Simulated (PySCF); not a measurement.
## Excitation energy of S⁺ by level of theory

S⁺ [Ne] 3s2 3p3 (4S) → S⁺ [Ne] 3s2 3p2 4s1 (4P), as a difference of total energies. Calculation: PySCF 2.14, in aug-cc-pV(T+d)Z with one added diffuse shell each of s, p, d, f type (7s6p5d3f, 71 functions); no relativity, point nucleus. Correlated levels: valence: [Ne] frozen. The calculations carry no spin-orbit coupling.

| method | excitation energy (eV) | error (eV) |
| --- | --- | --- |
| UHF | 13.394 | -0.245 |
| MP2 (valence) | 13.683 | +0.044 |
| SCS-MP2 (valence) | 13.591 | -0.048 |
| CCSD (valence) | 13.603 | -0.036 |
| CCSD(T) (valence) | 13.611 | -0.028 |

Reference: 13.639 eV (measured; NIST levels, between the centres of gravity of the two terms).

Errors of the correlated levels include the incompleteness of this basis and the frozen core.
